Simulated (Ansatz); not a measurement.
The same ligand exchange along the group B, Al, Ga, In.

Program: Ansatz. Geometries: PBE0-D4/def2-TZVP. ΔE: electronic, gas phase. CBS: MP2 limit from def2 TZ/QZ plus the TZ coupled-cluster correction, frozen cores. Functionals use def2-TZVPP. def2 core potentials past Kr. For Br, Ga, In outer-core shells are correlated without core-valence functions, which leaves a few kJ/mol of doubt a bond. Scalar relativity is left out up to krypton. Each species was taken in one conformer, which may not be the lowest.

| reaction | CCSD(T)/CBS(def2) (eV) |
| --- | --- |
| `CNB(Cl)Cl` + HBr → `ClB(Cl)Br` + CH₃NH₂ | 0.73 |
| `C[NH][Al]([Cl])[Cl]` + HBr → `[Cl][Al]([Cl])[Br]` + CH₃NH₂ | -0.62 |
| `C[NH][Ga]([Cl])[Cl]` + HBr → `[Cl][Ga]([Cl])[Br]` + CH₃NH₂ | -0.71 |
| `C[NH][In]([Cl])[Cl]` + HBr → `[Cl][In]([Cl])[Br]` + CH₃NH₂ | ? |

(1) Fill in the missing values. (Best estimate.)

Largest T1 diagnostic: 0.013, for `C[NH][In]([Cl])[Cl]`.

Answers

(1) Ansatz gave: `C[NH][In]([Cl])[Cl]` + HBr → `[Cl][In]([Cl])[Br]` + CH₃NH₂: -1.16 eV.
